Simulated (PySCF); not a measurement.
**Question.** What does the PBE0-D3(BJ)/def2-SVP structure of AlEt2Br (`C[CH2][Al]([Br])[CH2]C`) look like in three dimensions?

**Answer.** 
```xyz
16
C4H10AlBr angstrom
Al    -0.1285   -0.2495   -0.0116
C      1.8262   -0.3546   -0.0408
C      2.4696   -1.5093    0.7268
H      2.2264    0.6194    0.2965
H      2.1036   -0.4119   -1.1121
H      3.5640   -1.5340    0.5972
H      2.2723   -1.4423    1.8086
H      2.0764   -2.4839    0.3977
C     -1.2283    1.3474   -0.2792
C     -2.7237    1.1163   -0.4949
H     -0.7930    1.9247   -1.1165
H     -1.0633    1.9910    0.6071
H     -3.2805    2.0627   -0.5909
H     -2.9189    0.5279   -1.4053
H     -3.1724    0.5531    0.3382
Br    -1.2643   -2.1909    0.3458
```

Any rigid rotation of these coordinates is as good. Atoms count from 1 in this order. Al1 (aluminium bonded to Br and 2 C) is planar (angles 127.1°, 117.0° and 115.9°, sum 360.0°, 0.01 Å off the plane of its three neighbours).

Bonds between heavy atoms (Å): Al1–C2 1.958, Al1–C9 1.957, Al1–Br16 2.277, C2–C3 1.529, C9–C10 1.528.

Method: PySCF, PBE0-D3(BJ)/def2-SVP geometry optimisation, gas phase.

Point group: C1 (no symmetry element, even within 0.4 Å). No PBE0-D3(BJ)/def2-SVP frequencies stand behind this structure, so it isn't proved a minimum. The numbers are those of one conformer (C9–Al1–C2–C3 156°, C2–Al1–C9–C10 168°).

Hardware: Arm Neoverse N1, one thread (shared host). Cost: 4.4 min of wall time, 0.75 GiB resident at most. That covers the optimisation of the geometry.
